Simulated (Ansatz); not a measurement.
C$_{2}$H$_{7}$GaN$_{2}$ (`N=[CH][GaH][CH2]N`). Total charge 0; spin multiplicity 1. Correlated methods include outer-core shells of Ga, which these sets cover unevenly. Scalar relativity is left out up to krypton.

```
atom   x (Å)   y (Å)   z (Å)
  N1  -2.484  -0.745  -0.226
  C2  -1.726  -0.563  -1.233
 Ga3   0.197  -0.379  -0.747
  C4   0.722   0.791   0.775
  N5   2.067   0.656   1.335
  H6  -3.459  -0.905  -0.498
  H7  -2.125  -0.578  -2.260
  H8   1.274  -1.251  -1.510
  H9  -0.014   0.634   1.570
 H10   0.570   1.834   0.473
 H11   2.770   0.782   0.617
 H12   2.208  -0.276   1.704
```

Problem. Give the diagnostics of a CCSD(T)/def2-TZVPP run (frozen core, Ansatz). (An estimate is asked.)

Solution. Ansatz gave: T1 = 0.0125, largest single amplitude 0.010, largest double 0.036, (T) share of the correlation energy 4.1 %, 10 CCSD cycles. The RHF solution is stable towards an unrestricted one. T1 lies under the customary mark of 0.02 for closed shells.
